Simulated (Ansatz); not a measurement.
CH6SeSi2 can be A, `[SeH][SiH]1C[SiH2]1`, or B, `[SiH3]C([SiH3])=[Se]`.

Isolated molecules relaxed with PBE0-D4/def2-TZVP in Ansatz; ΔE leaves out vibrations. CCSD(T)/CBS adds triple-zeta CCSD(T) − MP2 to the extrapolated MP2 energy (def2 sets, frozen cores). DFT in def2-TZVPP. B3LYP here is the variant with VWN-RPA as its local correlation; programs differ in this. For Se outer-core shells are correlated without core-valence functions, which leaves a few kJ/mol of doubt a bond. Scalar relativity is left out up to krypton. Each species was taken in one conformer, which may not be the lowest.

Task: Which is lower in electronic energy at CCSD(T)/CBS, and by how much? (An estimate is asked.)

Result: Ansatz gave: A, by 20.2 kcal/mol.

Task: Give E(B) − E(A) in kcal/mol with B3LYP, r2SCAN-D4, ωB97M-V, PBE0-D4, B2PLYP, CCSD/def2-TZVPP, MP2/def2-TZVPP. (Estimate.)

Result: The calculation gave: B3LYP 19.9, r2SCAN-D4 26.6, ωB97M-V 23.7, PBE0-D4 28.6, B2PLYP 18.9, CCSD/def2-TZVPP 19.8, MP2/def2-TZVPP 19.8. None reverses the order clearly.

Largest T1 diagnostic: 0.014.

From PBE to PBE0 (25 % exact exchange), in def2-TZVPP and without D4, E(B) − E(A) moves by +2.0 kcal/mol. In def2-TZVPP, CCSD(T) changes the Hartree–Fock value by +2.4 kcal/mol (the triples alone add −0.7 kcal/mol) and MP2 by +3.2 kcal/mol.
